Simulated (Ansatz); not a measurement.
`F[SiH]1BC1` and `[SeH][SiH]1BC1` differ in one atom or group.

Ansatz, PBE0-D4/def2-TZVP geometries, multiplicity 1. Each molecule was computed in one conformer, which needn't be the lowest.

Scalar relativity is left out up to krypton. Spin–orbit coupling is left out; it splits and shifts lone-pair levels of the heavy atoms by tenths of an eV.

```json
{"property": "LUMO energy (B3LYP/def2-TZVPP) / eV", "`F[SiH]1BC1`": "-1.85"}
{"property": "zero-point energy (PBE0-D4/def2-TZVP) / kJ/mol", "`F[SiH]1BC1`": "128.6"}
{"property": "HOMO–LUMO gap (PBE/def2-TZVPP) / eV", "`F[SiH]1BC1`": "3.51"}
{"property": "LUMO energy (PBE/def2-TZVPP) / eV", "`F[SiH]1BC1`": "-2.59"}
{"property": "HOMO–LUMO gap (ωB97M-V/def2-TZVPP) / eV", "`F[SiH]1BC1`": "9.58"}
{"property": "ideal-gas entropy at 298 K and 1 bar (rigid rotor, harmonic PBE0-D4/def2-TZVP) / J/(mol·K)", "`F[SiH]1BC1`": "297"}
```

(1) Give the same properties after the change, and the shifts. (Estimate.)

## Answers

(1) Computed: 
```json
{"property": "LUMO energy (B3LYP/def2-TZVPP) / eV", "`[SeH][SiH]1BC1`": "-1.50", "shift": "0.35"}
{"property": "zero-point energy (PBE0-D4/def2-TZVP) / kJ/mol", "`[SeH][SiH]1BC1`": "144.2", "shift": "15.6"}
{"property": "HOMO–LUMO gap (PBE/def2-TZVPP) / eV", "`[SeH][SiH]1BC1`": "3.54", "shift": "0.03"}
{"property": "LUMO energy (PBE/def2-TZVPP) / eV", "`[SeH][SiH]1BC1`": "-2.22", "shift": "0.37"}
{"property": "HOMO–LUMO gap (ωB97M-V/def2-TZVPP) / eV", "`[SeH][SiH]1BC1`": "9.37", "shift": "-0.21"}
{"property": "ideal-gas entropy at 298 K and 1 bar (rigid rotor, harmonic PBE0-D4/def2-TZVP) / J/(mol·K)", "`[SeH][SiH]1BC1`": "337", "shift": "40"}
```

With PBE0 the HOMO rises by 0.43 eV and the LUMO rises by 0.35 eV, so the gap narrows by about 0.08 eV. PBE moves the HOMO by 0.34 eV and ωB97M-V by 0.49 eV. The zero-point energy changes by 15.6 kJ/mol with +3 modes.

B3LYP here is the variant with VWN-RPA as its local correlation; programs differ in this.
